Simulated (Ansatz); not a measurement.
**What a proton shuttle does**

BHOF₂ ([OH][B]([F])[F]) + HF → BF₃ ([F][B]([F])[F]) + H₂O (links in brackets), a four-centre ligand exchange, has a barrier of 0.939 eV above its start structure and a step energy of -0.229 eV. One HF is now added to the ring of the saddle, taking the hydrogen and handing on one of its own. Gas-phase electronic energies, without zero-point energy, by CCSD(T) at an estimated basis limit (MP2 extrapolated from triple and quadruple zeta, plus CCSD(T) − MP2 in triple zeta); Ansatz 0.2.0, def2-TZVPP and QZVPP, frozen cores, on PBE0-D4/def2-TZVP structures. Extrapolation: Hartree–Fock as exp(−7.88 √X), correlation as X^−2.97. Each barrier counts from its own start structure, which holds all the molecules, is reached by relaxing down from the saddle and may not be the deepest complex; no counterpoise correction.

Question: What are the barrier and the step energy with the shuttle? (Judge from chemistry; the value comes from the calculation.)

Answer: By the calculation: Barrier 0.372 eV, 0.568 eV lower than without; step energy -0.351 eV, both from the start structure. Counted from all the molecules apart, the saddle lies at -0.219 eV with the shuttle and at 0.693 eV without; the start well goes from -0.247 to -0.591 eV. At the saddle the angle at each passing proton is F–H···O 128° without the shuttle, against F–H···F 158° and F–H···O 157° with it. Bringing in the extra molecule costs entropy, which these electronic energies leave out.

T1 diagnostic: at most 0.012.

For scale, one of the runs: CCSD(T)/def2-TZVPP, 228 basis functions, launched by `ansatz run in.yaml --threads 8 --pin off --events-out ev --progress --plain --max-ram 19148MiB`. The run took 26 s on 8 CPU threads of an Intel Xeon 6975P-C (shared host), with 5.1 GiB of host memory at its peak.
